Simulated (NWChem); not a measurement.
# CH₄OTe; SMILES CO[TeH]

```xyz
7

Te    -0.0062    -0.6019     0.0274
H     -0.6002    -0.6416    -1.5383
O      0.6167     1.2967    -0.0575
C     -0.3608     2.2963     0.0545
H     -0.9714     2.2076     0.9721
H      0.1751     3.2596     0.0890
H     -1.0492     2.3198    -0.8119
```
Atoms are numbered in this order, from 1.

Computed with NWChem. All runs use the structure optimised with PBE0/def2-SVP. def2 effective core potentials on Te; no spin-orbit coupling.

For level PBE/STO-3G (all-electron, non-relativistic):

```yaml
highest occupied level (eV): -2.55
orbital gap (eV): 3.66
dipole (D): 1.59
```

### Question
Estimate the same quantities for level PBE/def2-SVP (core potentials).

### Answer
| Property | Result |
|---|---|
| highest occupied level (eV) | -5.13 |
| orbital gap (eV) | 2.59 |
| dipole (D) | 1.29 |
